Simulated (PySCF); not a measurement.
A calculated (CAM-B3LYP, PySCF 2.14, dyall-av3z, the non-relativistic Hamiltonian (point nucleus)) atom or ion has these occupied shells.

| shell | electrons | orbital energy (eV) | rms radius, mean of both spins (bohr) |
| --- | --- | --- | --- |
| 1s α | 1 | -867.81 | 0.184 |
| 1s β | 1 | -866.72 | 0.184 |
| 2s α | 1 | -62.313 | 0.953 |
| 2s β | 1 | -59.340 | 0.953 |
| 2p α | 3 | -37.927 | 1.00 |
| 2p β | 2 | -35.842 | 1.00 |

(1) Name the element and its charge.

Answers

(1) Ne⁺ (neon, charge +1), in [He] 2s2 2p5, 2P determinant.
